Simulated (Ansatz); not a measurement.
Ansatz results at the PBE0-D4/def2-TZVP geometry: HOMO–LUMO gap (B3LYP/def2-TZVPP) 6.86 eV; LUMO energy (B3LYP/def2-TZVPP) -0.61 eV; HOMO energy (ωB97M-V/def2-TZVPP) -10.11 eV.

Each molecule was computed in one conformer, which needn't be the lowest.

(1) Which molecule gave them?
A. `C[O][SnH2][SeH]`
B. `[CH3][Sn]([F])([F])[Cl]`
C. `CC[O][SnH]([CH3])[F]`
D. `[F][Sn]([F])([Cl])[Br]`

Answers

(1) C. The others give `C[O][SnH2][SeH]`: 5.84, -1.12, -9.38; `[F][Sn]([F])([Cl])[Br]`: 5.73, -3.65, -11.90; `[CH3][Sn]([F])([F])[Cl]`: 7.06, -2.18, -11.75.

B3LYP here is the variant with VWN-RPA as its local correlation; programs differ in this.
